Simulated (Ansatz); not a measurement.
Calculated with Ansatz (gas phase, PBE0-D4/def2-TZVP geometries, no zero-point term in ΔE). CCSD(T)/CBS is the MP2 limit (def2-TZVPP, def2-QZVPP) plus CCSD(T) − MP2 in def2-TZVPP, frozen cores. This one scheme is used for every species. DFT in def2-TZVPP. Each species was taken in one conformer, which may not be the lowest.

Consider the ligand exchange at the Al–Cl bond: `[SiH3][O][Al]([Cl])[O][SiH3]` + NH₃ → `[NH2][Al]([O][SiH3])[O][SiH3]` + HCl.

CCSD(T)/CBS gives +69.4 kJ/mol.

Question: Another level gave +68.6 kJ/mol. Which?
A. B2PLYP/def2-TZVPP
B. BLYP-D4/def2-TZVPP
C. LDA (SPW92)/def2-TZVPP
D. HF/def2-TZVPP

Answer: A. B2PLYP 68.6, LDA (SPW92) 59.9, BLYP-D4 64.5, HF/def2-TZVPP 77.6 kJ/mol.

Largest T1 diagnostic among the species: 0.011.

From BLYP to BHLYP (50 % exact exchange), in def2-TZVPP and without D4, ΔE moves by +5.0 kJ/mol. In def2-TZVPP, CCSD(T) changes the Hartree–Fock value by −10.7 kJ/mol (the triples alone add −0.4 kJ/mol) and MP2 by −8.2 kJ/mol.

CCSD(T)/CBS has its own doubt, a few kJ/mol and more with outer-core shells, so smaller differences from it don't rank the levels.
